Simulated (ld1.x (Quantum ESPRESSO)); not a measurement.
# Reading a pseudo-wave (N (Z = 7))

Columns: radius, all-electron u(r) and pseudo u(r) of the 2p shell (level -13.37 eV) of nitrogen in the configuration [He] 2s2 2p2.5; PBEsol, scalar-relativistic, RRKJ scheme, ld1.x (Quantum ESPRESSO) 7.5.

```csv
r (bohr),all-electron,pseudo
0.085,0.0585,0.0224
0.170,0.1788,0.0869
0.255,0.3131,0.1862
0.340,0.4391,0.3090
0.425,0.5477,0.4415
0.510,0.6361,0.5697
0.595,0.7050,0.6813
0.680,0.7552,0.7678
0.765,0.7886,0.8257
0.850,0.8074,0.8557
0.935,0.8142,0.8623
1.020,0.8110,0.8514
1.105,0.8000,0.8293
1.190,0.7828,0.8011
1.275,0.7610,0.7706
1.360,0.7357,0.7397
1.445,0.7079,0.7090
1.530,0.6784,0.6786
1.615,0.6479,0.6479
1.700,0.6170,0.6170
1.785,0.5860,0.5860
1.870,0.5553,0.5553
1.955,0.5251,0.5251
2.040,0.4956,0.4956
2.125,0.4671,0.4671
2.210,0.4395,0.4395
```

(1) How many radial nodes do the two functions have?

(2) At about which radius was the pseudo-wave matched?

(3) Where does each function peak?

(4) Is the pseudo-wave norm-conserving?

## Answers

(1) The all-electron 2p function has n − l − 1 = 0; the pseudo-wave has 0.

(2) 1.70 bohr. The columns agree to 0.0005 from 1.53 bohr on; several derivatives are matched, so the curves merge somewhat inside the radius.

(3) Outermost all-electron maximum near 0.94 bohr, pseudo maximum near 0.94 bohr (to the table’s step).

(4) Yes: the RRKJ scheme keeps the norm inside the radius equal to the all-electron one, which fixes the energy derivative of the logarithmic derivative at the level.
